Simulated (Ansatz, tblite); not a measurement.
Forces on Mn(SH)2 (MnH₂S₂) at its PBE-D4/def2-TZVP geometry. The state is a sextet with charge 0.

The xTB rows come from tblite.

GFN2-xTB (tblite), largest force 0.80 eV/Å:

```xyz
5
positions Å, forces eV/Å
Mn   -0.400   -0.141   -0.115   -0.146   -0.052   -0.045
S     0.566   -1.363   -1.743   -0.019    0.657    0.461
H     1.382   -0.353   -2.139   -0.220   -0.219    0.149
S    -1.242    1.125    1.548    0.582   -0.456   -0.302
H    -0.306    0.731    2.448   -0.196    0.069   -0.264
```

PBE-D4/def2-TZVP (Ansatz), largest force 0.02 eV/Å:

```
Mn -0.003 0.000 0.003
S 0.008 0.016 -0.001
H -0.008 -0.013 0.003
S -0.001 -0.002 -0.006
H 0.003 -0.001 0.001
```

ωB97M-V/def2-TZVP (Ansatz), largest force 0.51 eV/Å:

```
Mn 0.022 0.008 0.011
S 0.353 0.056 -0.369
H -0.225 -0.257 0.119
S 0.076 0.107 0.483
H -0.226 0.085 -0.244
```
